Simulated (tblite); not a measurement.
C3H10B3N3S.
Bonds: C1–C2 (double), C2–S3, S3–B4, B4–N5, N5–B6, B6–N7, N7–C8, N7–B9, B9–N10, B4–N10. Hydrogens: H11, H12 on C1; H13 on C2; H14 on N5; H15 on B6; H16, H17, H18 on C8; H19 on B9; H20 on N10.

Computed with GFN2-xTB (tblite), gas phase: L-BFGS steps from a force-field or distance-geometry start until the largest atomic force falls under 0.01 eV/Å.

Step 107: E = -745.8928 eV
```
atom  x, y, z in Å  |  force x, y, z in eV/Å
C1      3.9305    1.0226   -1.0876   -0.059  -0.018  -0.047
C2      2.8796    1.0117   -0.2878   -0.132   0.039   0.077
S3      2.6534   -0.0756    1.0889   -0.106  -0.061  -0.033
B4      0.8253   -0.3335    0.7723    0.050  -0.012  -0.048
N5      0.4064   -0.8804   -0.4595   -0.118  -0.012   0.046
B6     -0.9645   -0.9663   -0.8320    0.073   0.078  -0.001
N7     -1.9356   -0.4565    0.0687   -0.014   0.026  -0.017
C8     -3.3320   -0.3894   -0.3402    0.035  -0.020  -0.058
B9     -1.5538    0.0523    1.3341   -0.066  -0.053   0.101
N10    -0.1734    0.0817    1.6732    0.038   0.036  -0.012
H11     4.7381    0.3164   -1.0060   -0.021   0.025   0.102
H12     3.9927    1.7537   -1.8739    0.082   0.032  -0.064
H13     2.0647    1.7203   -0.3926    0.128  -0.059  -0.079
H14     1.0903   -1.2361   -1.1098    0.066   0.043   0.009
H15    -1.2610   -1.4158   -1.8711   -0.038  -0.036  -0.034
H16    -3.5870   -1.2386   -0.9693   -0.003  -0.091  -0.038
H17    -3.5022    0.5192   -0.9210   -0.041   0.056  -0.018
H18    -4.0028   -0.3749    0.5181    0.097  -0.005   0.045
H19    -2.3653    0.4360    2.0858    0.018   0.056   0.076
H20     0.0915    0.4636    2.5690    0.012  -0.024  -0.006
```

Step 108: E = -745.8739 eV
```
atom  x, y, z in Å  |  force x, y, z in eV/Å
C1      3.9970    1.0282   -1.0772   -0.337  -0.168   0.319
C2      2.8773    0.9964   -0.3522    0.097   0.142  -0.219
S3      2.6430   -0.0137    1.0878   -0.199   0.028  -0.209
B4      0.8207   -0.3204    0.7737   -0.012   0.021   0.045
N5      0.3973   -0.8564   -0.4617   -0.065  -0.038   0.013
B6     -0.9767   -0.9587   -0.8256    0.103   0.077  -0.025
N7     -1.9539   -0.4694    0.0819    0.010  -0.019  -0.027
C8     -3.3517   -0.3811   -0.3300    0.130   0.016  -0.035
B9     -1.5667    0.0107    1.3589   -0.063  -0.011   0.046
N10    -0.1836    0.0527    1.6921    0.029   0.023  -0.071
H11     4.8649    0.3823   -0.8931   -0.640   0.447   0.017
H12     4.0548    1.7249   -1.8992    0.145  -0.096  -0.002
H13     1.9980    1.6360   -0.5617    0.755  -0.417   0.012
H14     1.0824   -1.1913   -1.1254   -0.008   0.074   0.068
H15    -1.2559   -1.4036   -1.8718   -0.093  -0.019  -0.023
H16    -3.6273   -1.2217   -0.9638    0.049  -0.060  -0.013
H17    -3.4964    0.5368   -0.9036   -0.069   0.029  -0.043
H18    -4.0247   -0.3516    0.5265    0.121  -0.030   0.049
H19    -2.3824    0.3813    2.1126    0.036   0.041   0.109
H20     0.0788    0.4292    2.5911    0.012  -0.040  -0.013
```

Step 109: E = -745.8995 eV
```
atom  x, y, z in Å  |  force x, y, z in eV/Å
C1      3.9487    1.0248   -1.0871   -0.067   0.004   0.009
C2      2.8803    1.0101   -0.3091   -0.019  -0.057   0.041
S3      2.6484   -0.0533    1.0837   -0.096  -0.081  -0.017
B4      0.8244   -0.3281    0.7703   -0.014   0.006   0.016
N5      0.4009   -0.8753   -0.4592   -0.025  -0.010   0.010
B6     -0.9699   -0.9634   -0.8289    0.059   0.039  -0.038
N7     -1.9436   -0.4589    0.0732    0.008  -0.023  -0.006
C8     -3.3405   -0.3869   -0.3402    0.100   0.019  -0.014
B9     -1.5594    0.0335    1.3468   -0.033  -0.004   0.021
N10    -0.1751    0.0719    1.6788   -0.027   0.028  -0.019
H11     4.7690    0.3380   -0.9681   -0.037   0.039   0.089
H12     4.0204    1.7482   -1.8800    0.070   0.009  -0.072
H13     2.0528    1.6917   -0.4460    0.050   0.038  -0.098
H14     1.0893   -1.2224   -1.1116    0.004   0.048   0.022
H15    -1.2581   -1.4186   -1.8693   -0.064  -0.006  -0.009
H16    -3.6035   -1.2339   -0.9710    0.032  -0.046  -0.009
H17    -3.4996    0.5275   -0.9159   -0.059   0.024  -0.036
H18    -4.0089   -0.3654    0.5193    0.077  -0.022   0.043
H19    -2.3710    0.4174    2.0990    0.034   0.029   0.081
H20     0.0904    0.4537    2.5747    0.007  -0.034  -0.013
```

Problem. Estimate the geometry and energy of step 110. (The exact step hangs on the optimiser's Hessian estimate; all steps are aligned on step 109, rigid shifts and turns removed.)

Solution. E = -745.9028 eV, largest force 0.120 eV/Å
```
atom  x, y, z in Å  |  force x, y, z in eV/Å
C1      3.9555    1.0247   -1.0841    0.006   0.005  -0.029
C2      2.8813    1.0045   -0.3153   -0.101  -0.024   0.039
S3      2.6455   -0.0477    1.0846   -0.085  -0.074  -0.013
B4      0.8235   -0.3254    0.7702   -0.027  -0.002   0.007
N5      0.4006   -0.8689   -0.4617   -0.006  -0.006   0.000
B6     -0.9699   -0.9600   -0.8309    0.038   0.019  -0.016
N7     -1.9446   -0.4611    0.0741    0.018  -0.017  -0.012
C8     -3.3414   -0.3864   -0.3383    0.079   0.013  -0.011
B9     -1.5612    0.0290    1.3488   -0.025   0.002   0.014
N10    -0.1769    0.0675    1.6805   -0.035   0.032  -0.014
H11     4.7847    0.3499   -0.9494   -0.067   0.068   0.073
H12     4.0237    1.7430   -1.8837    0.078  -0.025  -0.042
H13     2.0463    1.6754   -0.4710    0.081   0.007  -0.078
H14     1.0909   -1.2095   -1.1165   -0.014   0.049   0.035
H15    -1.2603   -1.4203   -1.8686   -0.055   0.007  -0.013
H16    -3.6096   -1.2330   -0.9684    0.047  -0.029  -0.003
H17    -3.4991    0.5296   -0.9122   -0.060   0.014  -0.042
H18    -4.0083   -0.3631    0.5228    0.077  -0.024   0.037
H19    -2.3723    0.4143    2.1012    0.036   0.020   0.077
H20     0.0868    0.4480    2.5775    0.015  -0.034  -0.009
```

The energy changes by -0.0032 eV. The first-order estimate −F·Δx gives -0.0036 eV and the mean of the old and new forces, exact on a quadratic surface, -0.0033 eV. The step makes an angle of 77° with the force vector and moves no atom by more than 0.031 Å.

The cost below is that of the whole relaxation. On one thread, Arm Neoverse N1 (aarch64), shared host with 64 logical CPUs at a one-minute load of 62, this took 3.2 s of wall time.
